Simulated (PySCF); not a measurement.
Magnetisability: `InChI=1S/C5H9ClO/c1-3-4(2)5(6)7/h4H,3H2,1-2H3/t4-/m0/s1`

Geometry (Å), atoms numbered from 1 in this order:
```xyz
16

C     1.895    0.690   -0.179
C     0.757   -0.241   -0.580
C    -0.377   -0.250    0.455
C    -1.453   -1.275    0.087
C    -0.992    1.110    0.592
O    -1.039    1.796    1.557
Cl   -1.733    1.690   -0.911
H     2.318    0.393    0.779
H     1.542    1.716   -0.091
H     2.683    0.663   -0.927
H     0.356    0.064   -1.548
H     1.136   -1.260   -0.677
H     0.039   -0.495    1.439
H    -1.862   -1.060   -0.896
H    -1.016   -2.270    0.074
H    -2.261   -1.261    0.814
```

Computed with GIAO wB97X-D/pcSseg-1 magnetisability, rotational g tensor and spin-rotation constants, non-relativistic, gas phase (PySCF). Geometry: GFN2-xTB.

(1) What are the magnetisability and the molar susceptibility?

(2) Split it along the inertial axes a, b, c into diamagnetic and paramagnetic parts about the centre of mass, with the quadrupole moment.

(3) And the rotational g tensor?

## Answers

(1) Isotropic -1266 × 10⁻³⁰ J/T², or -76.2 × 10⁻⁶ cm³/mol; principal values -1379, -1267, -1152 × 10⁻³⁰ J/T², anisotropy 197 × 10⁻³⁰ J/T² (root of half the summed squared differences of the principal values). The susceptibility is in cgs units.

(2) 
| axis | χ (10⁻⁶ cm³/mol) | diamagnetic (10⁻⁶ cm³/mol) | paramagnetic (10⁻⁶ cm³/mol) | summed x² of all electrons (Å²) | quadrupole Θ (D Å) |
| --- | --- | --- | --- | --- | --- |
| a | -76.2 | -601.9 | 525.7 | 131.4 | +0.73 |
| b | -80.1 | -804.0 | 723.9 | 83.8 | +2.26 |
| c | -72.4 | -913.1 | 840.7 | 58.1 | -2.99 |

Anisotropies 2χaa − χbb − χcc = +0.1 and 2χbb − χaa − χcc = -11.7 × 10⁻⁶ cm³/mol. Θ is traceless in Buckingham's convention.

(3) 
| axis | rotational constant (GHz) | g | nuclear part | electronic part |
| --- | --- | --- | --- | --- |
| a | 2.4567 | -0.0171 | 0.5897 | -0.6068 |
| b | 1.6684 | -0.0092 | 0.5581 | -0.5674 |
| c | 1.5064 | -0.0116 | 0.5833 | -0.5950 |

Asymmetric top; isotopes 12C, 35Cl, 1H, 16O; no vibrational averaging.
